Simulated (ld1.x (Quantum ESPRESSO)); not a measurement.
# tantalum (Ta) TM semilocal: all-electron and pseudo phase curves

```
Element                 : Ta (Z = 73)
Generator               : ld1.x (Quantum ESPRESSO) 7.5
Type                    : norm-conserving Troullier–Martins (semilocal form)
Functional              : PBE
Relativity              : scalar-relativistic
Frozen core             : [Kr] 4d10 4f14
Valence charge          : 13
Reference configuration : 5s2 5p6 5d3 6s1.5 6p0.5
Partial waves           : 5s (bound): rc 1.10 bohr; 5d (bound): rc 1.85 bohr; 5p (bound): rc 2.00 bohr
Local potential         : the p channel
Core correction         : none
```

Occupied shells without a wave of their own: 6p, 6s. They enter only through the test configuration that unscreens the potential.

The phase is arctan(r·u′/u) with u = r·R(r), unwrapped; energies in Ry, scanned from -7 to 5 Ry. A pole is an energy at which the radial function vanishes at the test radius. The pseudo phase is shifted by a multiple of π to meet the all-electron one at the reference energy, and phase errors are pseudo minus all-electron; the curves can meet again beyond the range given. Levels narrower than the energy grid can be missing from the lists of poles.

Problem. For each channel, where are the poles, and over which energies does the pseudopotential scatter like the atom?

Solution.

```
channel  radius (bohr)  reference energy (Ry)  poles, all-electron  poles, pseudo  unbroken range about the reference energy with phases within 0.05 rad  phase error 1 Ry above the reference energy (rad)
      s           2.21                  -5.42                -5.27          -5.27                                                              below 0.2                                             -0.000
      p           2.21                  -2.95                -2.53          -2.54                                                              below 0.3                                             -0.004
      d           2.21                  -0.31                 1.19           1.19                                                              below 4.5                                             -0.001
```

Phases in the p channel:

```
E (Ry)  all-electron  pseudo
 -7.00         1.372   1.371
 -6.74         1.366   1.365
 -6.48         1.360   1.359
 -6.22         1.352   1.351
 -5.96         1.344   1.343
 -5.70         1.334   1.333
 -5.44         1.323   1.321
 -5.18         1.309   1.308
 -4.92         1.292   1.290
 -4.66         1.270   1.268
 -4.40         1.240   1.237
 -4.14         1.195   1.192
 -3.88         1.119   1.114
 -3.62         0.957   0.949
 -3.36         0.425   0.412
 -3.10        -0.906  -0.908
 -2.84        -1.397  -1.397
 -2.58        -1.553  -1.555
 -2.32        -1.630  -1.633
 -2.06        -1.679  -1.683
 -1.80        -1.714  -1.720
 -1.54        -1.744  -1.751
 -1.28        -1.770  -1.779
 -1.02        -1.795  -1.807
 -0.76        -1.821  -1.836
 -0.50        -1.848  -1.867
 -0.24        -1.877  -1.903
  0.02        -1.911  -1.946
  0.28        -1.951  -1.998
  0.54        -1.999  -2.066
  0.80        -2.059  -2.158
  1.06        -2.138  -2.289
  1.32        -2.245  -2.483
  1.58        -2.394  -2.775
  1.84        -2.609  -3.172
  2.10        -2.909  -3.586
  2.36        -3.274  -3.907
  2.62        -3.626  -4.123
  2.88        -3.898  -4.267
  3.14        -4.090  -4.366
  3.40        -4.224  -4.438
  3.66        -4.320  -4.492
  3.92        -4.391  -4.535
  4.18        -4.446  -4.569
  4.44        -4.489  -4.598
  4.70        -4.525  -4.623
  4.96        -4.554  -4.644
```
